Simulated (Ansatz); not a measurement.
3-methylpenta-1,2-diene (C6H10), SMILES C(=C(CC)C)=C.

Geometry: TPSSh-D3(BJ)/def2-SVP. The values are those of a single conformer.

Two levels are set side by side: PBE/def2-SVPD (Ansatz, a quantum-chemistry and plane-wave program) and PBE0/def2-SVPD (Ansatz). Energy differences of separate SCF runs at the same geometry; the states with an electron removed or added have multiplicity 2 and 2. Differences are taken from unrounded values.

```json
[
 {"quantity": "vertical ionisation energy (eV)", "PBE": "8.72"},
 {"quantity": "vertical singlet–triplet gap (eV)", "PBE": "4.46"}
]
```

Problem. These are the PBE values. What does PBE0 give? (The exact figures need the calculation; the answer reports its results.)

Solution. 
```json
[
 {"quantity": "vertical ionisation energy (eV)", "PBE0": "8.81", "PBE minus PBE0": "-0.09"},
 {"quantity": "vertical singlet–triplet gap (eV)", "PBE0": "4.39", "PBE minus PBE0": "0.07"}
]
```

Here PBE gives about what the other level gives.
